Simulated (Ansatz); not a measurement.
System: sum formula BNH2Cl2 (charge 0, singlet). SMILES: NB(Cl)Cl
Structure (B3LYP-D3(BJ)/def2-TZVP (Ansatz, a quantum-chemistry and plane-wave program) minimum search):
```
B
N 1 1.3854
H 2 1.0060 1 122.41
H 2 1.0060 3 115.18 1 180.00
Cl 1 1.7704 2 120.26 3 180.00
Cl 1 1.7704 2 120.26 3 0.00
```

Property: vertical triplet-singlet gap (E(triplet) - E(singlet); each state is the SCF solution reached for its spin), in eV. Cores are frozen in the correlated levels unless marked. UHF or UKS for open shells. No spin-orbit coupling. Non-relativistic. Basis-set limits of correlation are two-point, X^-3; Hartree-Fock from the larger set.

```
level                                         program  vertical triplet-singlet gap (eV)
--------------------------------------------  -------  ---------------------------------
r2SCAN/def2-TZVPD                              Ansatz                                  ?
CCSD(T)/CBS(aug-cc-pV(T+d)Z,aug-cc-pV(Q+d)Z)   Ansatz                                  ?
```

**Question.** What belongs in the gaps?

**Answer.** 
- r2SCAN/def2-TZVPD, vertical triplet-singlet gap (eV): 6.04
- CCSD(T)/CBS(aug-cc-pV(T+d)Z,aug-cc-pV(Q+d)Z), vertical triplet-singlet gap (eV): 6.75
